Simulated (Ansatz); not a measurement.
`BC(C)F` at its PBE0-D4/def2-TZVP geometry, where that method's forces vanish. Total charge 0; spin multiplicity 1.

| atom | x (Å) | y (Å) | z (Å) |
| --- | --- | --- | --- |
| B1 | -0.152 | -0.959 | 1.080 |
| C2 | -0.065 | -0.430 | -0.379 |
| C3 | 0.144 | 1.074 | -0.474 |
| F4 | 0.923 | -1.064 | -1.136 |
| H5 | 0.587 | -1.803 | 1.487 |
| H6 | -0.999 | -0.501 | 1.791 |
| H7 | -1.028 | -0.672 | -0.862 |
| H8 | 0.184 | 1.378 | -1.522 |
| H9 | 1.081 | 1.372 | 0.002 |
| H10 | -0.675 | 1.605 | 0.014 |

Problem. For each bond, give half the difference of the two atoms' forces along it (eV/Å; positive pushes the atoms apart) under PBE-D4, r2SCAN-D4, B3LYP-D4, ωB97M-V in def2-TZVPP. (Best estimate.)

Solution. Ansatz gave: 
| bond | length (Å) | PBE-D4 | r2SCAN-D4 | B3LYP-D4 | ωB97M-V |
| --- | --- | --- | --- | --- | --- |
| B1–C2 | 1.555 | -0.22 | -0.13 | -0.02 | 0.05 |
| B1–H5 | 1.193 | 0.10 | -0.03 | -0.12 | -0.14 |
| B1–H6 | 1.196 | 0.06 | -0.03 | -0.10 | -0.11 |
| C2–C3 | 1.521 | 0.05 | 0.10 | 0.15 | 0.11 |
| C2–F4 | 1.398 | 0.53 | 0.38 | 0.42 | 0.25 |
| C2–H7 | 1.104 | 0.15 | -0.04 | -0.15 | -0.16 |
| C3–H8 | 1.091 | 0.11 | -0.04 | -0.07 | -0.08 |
| C3–H9 | 1.092 | 0.10 | -0.03 | -0.06 | -0.07 |
| C3–H10 | 1.092 | 0.07 | -0.04 | -0.07 | -0.07 |

B3LYP here is the variant with VWN-RPA as its local correlation; programs differ in this.
